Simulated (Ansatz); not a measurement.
CH5BClIn (`C[B](Cl)[InH2]`). Total charge 0; spin multiplicity 1. In takes the def2 core potential.

Cartesian coordinates in Å:
```
C 0.948 -1.026 -0.628
B 0.092 -0.359 0.486
Cl -0.014 -1.180 2.048
In -1.126 1.542 0.328
H 1.668 -1.760 -0.259
H 0.243 -1.558 -1.284
H 1.456 -0.300 -1.268
H -2.774 1.553 -0.206
H -0.492 3.088 0.784
```

Task: What are the harmonic wavenumbers in cm⁻¹ at PBE0-D4/def2-TZVP (Ansatz, finite differences of forces, unscaled)? (Best estimate.)

Result: The calculation gave: 69, 105, 120, 209, 216, 391, 403, 492, 621, 721, 770, 975, 1065, 1316, 1425, 1452, 1780, 1788, 3015, 3089, 3131.

Task: Is this a minimum?

Result: Yes, all 21 modes are real.

Task: Give the ideal-gas thermochemistry at 298.15 K and 1 bar (rigid rotor, harmonic oscillator; point group C1, symmetry number 1).

Result: Zero-point energy 138.5 kJ/mol; H(298) − E = 160.5 kJ/mol; entropy 368.7 J/(mol·K), of which translation 173.5, rotation 117.8, vibration 77.3; G(298) − E = 50.5 kJ/mol. Modes under 100 cm⁻¹ are hindered rotations or soft bends, so the harmonic entropy is rough.
